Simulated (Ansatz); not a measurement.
System: C₃H₄NSSi (charge -1, singlet). It need not be the lowest isomer of its formula. Whether it binds its extra electron was not tested at this geometry. 
Coordinates optimised at B3LYP-D3(BJ)/def2-TZVP (Ansatz, an electronic-structure program):
```xyz
10

Si    -2.1251     0.3258    -0.1555
C     -0.3140     0.1423     0.1403
N      0.2793     0.6398     1.2039
C      1.6622     0.4159     1.2845
C      2.0717    -0.2985     0.1848
S      0.7663    -0.6941    -0.9436
H     -2.9501    -0.2806     0.9275
H     -2.5488    -0.3248    -1.4272
H     -2.5529     1.7507    -0.2442
H      3.0667    -0.6384    -0.0673
```
Charge -1, spin multiplicity 1.

Basis-set convergence of Hartree-Fock and CCSD correlation energies (hartree) with Ansatz. Cores are frozen in the correlated levels unless marked. No spin-orbit coupling. Non-relativistic.

The Hartree-Fock reference is unstable (checked in the largest basis), which strains HF and MP2. 

| basis | functions | E(HF) | E(corr, CCSD) |
|---|---|---|---|
| aug-cc-pV(D+d)Z | 192 | -856.79800 | -0.88435 |
| aug-cc-pV(T+d)Z | 386 | -856.85654 | -1.03471 |
| aug-cc-pV(Q+d)Z | 682 | -856.87258 | -1.08127 |

Extrapolating the two largest sets (X = 3 and 4) as X^-3: E(corr) = (64·(-1.08127) - 27·(-1.03471))/37 = -1.1152 Eh, an estimate of the basis-set limit. The largest set recovers 97.0 % of it, the smallest 79.3 %.
